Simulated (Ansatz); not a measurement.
Program: Ansatz. Geometries: PBE0-D4/def2-TZVP. ΔE: electronic, gas phase. CCSD(T)/CBS is the MP2 limit (def2-TZVPP, def2-QZVPP) plus CCSD(T) − MP2 in def2-TZVPP, frozen cores. DFT in def2-TZVPP. HSE06 is defined as in plane-wave codes. Elements past krypton have def2 core potentials. For Br, Se, Zr outer-core shells are correlated without core-valence functions, which leaves a few kJ/mol of doubt a bond. Scalar relativity is left out up to krypton. One conformer a species, not always the lowest.

`[OH][Zr]([OH])([OH])[SeH]` + HBr → `[OH][Zr]([OH])([OH])[Br]` + H₂Se  (ligand exchange at a Zr–Se bond)

```
             level  ΔE (kJ/mol)
         revPBE-D4        -61.8
           PBE0-D4        -64.8
        r2SCAN0-D4        -68.0
          HSE06-D4        -64.7
          PBE-QIDH        -66.8
            revPBE        -63.7
SCS-MP2/def2-TZVPP        -66.1
     HF/def2-QZVPP        -78.6
```

Task: What does CCSD(T)/CBS give? (An estimate is asked.)

Result: The calculation gave: -64.6 kJ/mol. The listed levels differ from it by 2.8, -0.2, -3.4, -0.1, -2.2, 0.9, -1.5, -14.0 kJ/mol.

Largest T1 diagnostic among the species: 0.015.

At CCSD(T), def2-SVP lies −4.2 kJ/mol from the extrapolated value and def2-TZVPP +0.3 kJ/mol. In def2-TZVPP, CCSD(T) changes the Hartree–Fock value by +14.2 kJ/mol (the triples alone add +2.1 kJ/mol) and MP2 by +14.4 kJ/mol. Leaving LDA and LC-ωPBE aside and taking each functional with its dispersion term where it has one, the values, not all of them listed here, spread over 8.8 kJ/mol, from B97M-V to PBE-D4.

CCSD(T)/CBS has its own doubt, a few kJ/mol and more with outer-core shells, so smaller differences from it don't rank the levels.
